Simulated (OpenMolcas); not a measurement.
## Pb I: effect of the level shift or regulariser

```
Program             : OpenMolcas 26.06
Basis               : ANO-RCC-VQZP [9s8p6d4f3g]
Scalar Hamiltonian  : DKH2, point nucleus
Active space        : 2 electrons in 9 orbitals (RAS2 6p; RAS3 6d 7s, at most 1 electron)
State averaging     : 2S+1 = 3 even, 3 roots; 2S+1 = 1 even, 6 roots; 2S+1 = 3 odd, 18 roots; 2S+1 = 1 odd, 8 roots
Spin-orbit coupling : RASSI with atomic mean-field integrals over the reference wave functions, term energies averaged over their components
```

Methods on the same reference wave functions:
A. RASSCF
B. MS-RASPT2, IPEA 0.25 Eh, imaginary shift 0.1 Eh (closed shells correlated: 5d 6s)
C. MS-RASPT2, IPEA 0.25 Eh, sigma2 regulariser 0.3 Eh (closed shells correlated: 5d 6s)

Energies in cm-1 above 6s2 6p2 3P0, the measured ground level; measured values from NIST Handbook of Basic Atomic Spectroscopic Data.

```csv
Level,A,B,C,Measured
6s2 6p2 3P0,0.0,0.0,0.0,0.0
6s2 6p2 3P1,6202,6400,6400,7819
6s2 6p2 3P2 [62 %],9826,9380,9380,10650
6s2 6p2 1D2 [62 %],19774,18690,18680,21458
6s2 6p2 1S0,30667,29100,29130,29467
6s2 6p 7s 3P* 0,45105,44030,44040,34960
6s2 6p 7s 3P* 1 [73 %],45962,44780,44790,
6s2 6p 6d 3F* 2 [64 %],52707,53650,53660,
6s2 6p 7s 3P* 2,55487,54480,54480,
```

Deviations, from unrounded energies. A percentage is the sum of absolute deviations over the sum of measured energies, with the sign that they share, or ± where signs differ.

| Against measurement | Levels | A | B | C |
| --- | --- | --- | --- | --- |
| mean absolute deviation (cm-1) | 5 | 3100 | 3000 | 3000 |
| fine structure of the ground term (%) | 2 | -13.2 | -14.5 | -14.6 |
| other terms of the ground configuration (%) | 2 | ±5.7 | -6.2 | -6.1 |
| other configurations (%) | 1 | +29.0 | +26.0 | +26.0 |

A, B, C lie about equally close to measurement. The largest miss of C in the table is 6s2 6p 7s 3P* 0, by +9100 cm-1. The ranking rests on the paired levels alone, and a cruder setting can come out closer through cancelling errors.

Between B and C the level of the table that moves most is 6s2 6p2 1S0, by 33 cm-1 (lowest in B, highest in C). Moves below CASPT2's spread within the term are not significant.

The two smallest mean deviations differ by little beside CASPT2's spread within terms, so their order carries little weight.

From A to B the spin-free energies of the other terms of 6s2 6p2 shown, above 3P, scale by factors of 0.74 to 0.89.

The lowest spin-free term lies below A's lowest term by 0.474 hartree in B, 0.474 hartree in C.

CASPT2 breaks the degeneracy within a term, and the mean is taken; among the terms shown or strongly mixed into the levels shown the widest spread is 100 cm-1 (6s2 6p 6d 3F*, C). ANO sets are built for valence states and can reach diffuse excited orbitals poorly, and with the s shell closed the s pⁿ⁺¹ terms that mix with these levels are absent. Spin-orbit splittings of 6p shells tend to come out small when the coupling is added on scalar orbitals. With the s shell closed, the reference lacks s² → p² mixing. Some terms miss by over 15 % even with CASPT2, which points to a basis or an active space too small for the shells correlated (holds for B; C). Computed and measured levels are paired by configuration, term and J; levels that our copy of the source lacks, or whose pairing is in doubt (as where it misses far off the trend of its configuration), stay unpaired and out of the deviations. Where the source uses jj or jK labels, the order within each J decides. Levels of configurations outside the active space are missing. Levels that lie high or do not pair safely by name in every column are left out.

A share in square brackets marks a mixed level and gives the weight of the term that names it, the lowest over the columns. * marks odd parity.
